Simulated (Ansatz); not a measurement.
Si20H28, a nanocrystal cut from cubic silicon. Total charge 0; singlet. Geometry PBE-D4/def2-SVP; atoms count from 1.

```xyz
48

Si    3.5983    1.8932    1.5446
Si   -0.1752   -3.0492    3.1881
Si   -3.5062   -1.1217    1.0863
Si    0.8710    3.6247   -0.6600
Si   -2.6359    2.0814   -0.7514
Si    0.1028    0.3548    1.2526
Si    2.9905   -1.4571   -0.4176
Si   -0.5191   -2.8711   -0.7076
Si    0.2836    0.3678   -2.5925
Si   -3.2512   -1.1725   -2.7312
Si    0.7450   -0.8812    3.1478
Si    1.3091    2.3763    1.2853
Si    4.3946    0.4079   -0.1034
Si   -2.1959    0.8293    1.1945
Si    0.0792   -4.1955    1.1443
Si   -2.8237   -2.4023   -0.7674
Si   -1.4351    4.1062   -0.6945
Si    1.4191    2.4282   -2.6119
Si   -2.0240    0.8358   -2.6552
Si    0.7240   -0.8726   -0.6482
H     4.4016    3.1703    1.4889
H     3.8137    1.2693    2.9012
H     0.4918   -3.8489    4.2819
H    -1.6423   -2.9517    3.5178
H    -4.9506   -0.7253    0.8926
H    -3.4087   -1.9236    2.3586
H     1.6607    4.9132   -0.6185
H    -4.1201    2.3645   -0.8220
H     3.1123   -2.3569    0.7877
H     3.4367   -2.2435   -1.6262
H    -0.1607   -3.6186   -1.9730
H     0.6594   -0.4594   -3.8005
H    -4.7262   -0.8719   -2.8473
H    -2.8344   -1.9809   -3.9358
H     0.3567   -0.1304    4.3982
H     2.2493   -0.9997    3.1304
H     0.8479    3.1879    2.4757
H     5.7702   -0.0709    0.2955
H     4.5250    1.1472   -1.4099
H    -2.5606    1.6497    2.4105
H    -0.7624   -5.4486    1.1719
H     1.5226   -4.6101    1.0002
H    -3.5996   -3.6995   -0.7988
H    -1.8081    4.8869    0.5423
H    -1.7752    4.9421   -1.9050
H     0.9585    3.2240   -3.8100
H     2.9097    2.2362   -2.7241
H    -2.3183    1.6661   -3.8847
```

Single mean-field runs in def2-SVP are fitted with def2-universal-jkfit.

Estimate the Mulliken populations of the heavy atoms from the PBE0/def2-SVP orbitals of Ansatz.


```tsv
atom	charge (e)
Si1	0.08
Si2	0.05
Si3	0.10
Si4	-0.09
Si5	-0.07
Si6	-0.26
Si7	0.13
Si8	-0.01
Si9	0.00
Si10	0.13
Si11	0.13
Si12	-0.01
Si13	0.05
Si14	0.00
Si15	0.08
Si16	-0.09
Si17	0.13
Si18	0.10
Si19	-0.07
Si20	-0.26
```
Mulliken values depend strongly on the basis.

And the Mayer bond orders between heavy atoms (over 0.3)?

Si1–Si12 0.94 (2.35 Å); Si1–Si13 0.95 (2.36 Å); Si2–Si11 0.95 (2.36 Å); Si2–Si15 0.95 (2.36 Å); Si3–Si14 0.94 (2.35 Å); Si3–Si16 0.94 (2.35 Å); Si4–Si12 0.93 (2.35 Å); Si4–Si17 0.94 (2.36 Å); Si4–Si18 0.94 (2.35 Å); Si5–Si14 0.93 (2.36 Å); Si5–Si17 0.94 (2.35 Å); Si5–Si19 0.92 (2.36 Å); Si6–Si11 0.93 (2.35 Å); Si6–Si12 0.92 (2.35 Å); Si6–Si14 0.92 (2.35 Å); Si6–Si20 0.91 (2.35 Å); Si7–Si13 0.95 (2.36 Å); Si7–Si20 0.93 (2.35 Å); Si8–Si15 0.94 (2.35 Å); Si8–Si16 0.93 (2.35 Å); Si8–Si20 0.92 (2.35 Å); Si9–Si18 0.94 (2.35 Å); Si9–Si19 0.93 (2.36 Å); Si9–Si20 0.92 (2.35 Å); Si10–Si16 0.94 (2.36 Å); Si10–Si19 0.94 (2.35 Å).
